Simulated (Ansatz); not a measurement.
```xyz
14

C    -1.912   -0.229    0.349
N    -0.498    0.085    0.278
P     0.423   -0.791    1.449
C     0.084   -0.045   -1.060
Al    1.946    0.614   -0.877
H    -2.287   -0.075    1.366
H    -2.144   -1.263    0.046
H    -2.457    0.450   -0.311
H     0.273    0.099    2.556
H     1.705   -0.207    1.113
H    -0.001   -1.070   -1.462
H    -0.486    0.600   -1.740
H     2.165    2.105   -0.378
H     3.188   -0.272   -1.329
```

Total charge 0; spin multiplicity 1.

(1) List the PBE/def2-TZVPP orbital energies in eV (the Gaussian-basis code of Ansatz). (An estimate is asked.)

Answers

(1) The calculation gave: Occupied: -2077.01, -1506.22, -380.93, -269.70, -269.16, -172.25, -123.76, -123.72, -123.58, -106.50, -68.64, -68.37, -68.36, -23.02, -17.59, -16.74, -14.35, -11.70, -11.62, -10.96, -10.07, -9.67, -9.04, -8.81, -7.61, -6.90, -6.57, -4.97. Lowest empty: -2.29, -0.80, -0.50, 0.16, 0.80, 1.13, 1.47, 1.64.
